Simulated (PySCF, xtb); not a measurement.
BaCl, SMILES [Ba+][Cl], charge +1.

GFN2-xTB (xtb 6.7.1) at its own geometry gives an orbital gap of 1.26 eV.

Geometry optimised at B3LYP-D3(BJ)/def2-TZVPD. The multiplicity is an assumed one; other spin states were not compared. The def2 effective core potentials stand for the cores of Ba; spin–orbit coupling is left out.

Q: What does PBE/def2-TZVPD run with PySCF give? (An estimate is asked for; the answer gives what the named calculation found.)

A: gap 4.21 eV (levels -11.07 and -6.86 eV).
